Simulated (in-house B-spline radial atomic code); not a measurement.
Whole-atom quantities along the 24-electron series, configuration 1s2 2s2 2p6 3s2 3p6 3d3/2(4) 3d5/2(2). Breit and QED terms are first order and not part of the total energy; the density at the nucleus is averaged over the nuclear charge. Computed with a radial B-spline atomic code at the basis-set limit: Dirac-Hartree-Fock, jj configuration that fills j = l - 1/2 first, finite nuclei.

```
  ion   Z  E/Z² (Eh)  Σ<r²> (bohr²)  n(0)/Z³ (bohr⁻³)  Lamb diamagnetic shielding (ppm)  repulsion over attraction  Breit energy (eV)  self-energy (eV)  vacuum polarisation (eV)
Gd40+  64    -2.4664        0.85606             2.239                           6341.48                   0.072536             261.51            219.85                   -34.432
Tb41+  65    -2.4765        0.82237            2.3306                           6470.59                   0.071391             275.34            232.74                   -36.984
Dy42+  66    -2.4865        0.79055            2.3949                           6600.89                   0.070276             289.68            246.22                   -39.677
Ho43+  67    -2.4965        0.76045            2.4854                           6732.63                   0.069187             304.55            260.32                   -42.556
Er44+  68          ?              ?                 ?                                 ?                          ?                  ?                 ?                         ?
Tm45+  69    -2.5164        0.70494            2.6719                           7000.37                   0.067086             335.91            290.46                   -48.863
Yb46+  70    -2.5262        0.67931            2.7605                           7136.44                   0.066073             352.42            306.56                   -52.304
Lu47+  71          ?              ?                 ?                                 ?                          ?                  ?                 ?                         ?
Hf48+  72    -2.5459        0.63185            2.9733                           7413.44                   0.064112             387.21            340.95                   -59.864
Ta49+  73    -2.5558        0.60985            3.0908                           7554.47                   0.063164             405.51             359.3                   -64.003
 W50+  74    -2.5656        0.58891            3.2122                           7697.25                   0.062236             424.43            378.47                   -68.397
Re51+  75          ?              ?                 ?                                 ?                          ?                  ?                 ?                         ?
Os52+  76    -2.5853        0.54992            3.4707                           7988.34                   0.060437             464.21             419.4                   -78.013
```

**Question.** Fill in the row of Er44+.

**Answer.** E/Z² (Eh): -2.5065; Σ<r²> (bohr²): 0.73195; n(0)/Z³ (bohr⁻³): 2.571; Lamb diamagnetic shielding (ppm): 6865.75; repulsion over attraction: 0.068124; Breit energy (eV): 319.95; self-energy (eV): 275.06; vacuum polarisation (eV): -45.609.

**Question.** Fill in the row of Lu47+.

**Answer.** E/Z² (Eh): -2.5361; Σ<r²> (bohr²): 0.65498; n(0)/Z³ (bohr⁻³): 2.8573; Lamb diamagnetic shielding (ppm): 7274.09; repulsion over attraction: 0.065082; Breit energy (eV): 369.52; self-energy (eV): 323.38; vacuum polarisation (eV): -55.963.

**Question.** Fill in the row of Re51+.

**Answer.** E/Z² (Eh): -2.5755; Σ<r²> (bohr²): 0.56895; n(0)/Z³ (bohr⁻³): 3.3425; Lamb diamagnetic shielding (ppm): 7841.87; repulsion over attraction: 0.061327; Breit energy (eV): 443.99; self-energy (eV): 398.49; vacuum polarisation (eV): -73.065.

**Question.** With what power of Z does the column «vacuum polarisation (eV)» change over this range?

**Answer.** A fit of the logarithm of its size against log Z from Z = 64 to 76 has slope 4.76.
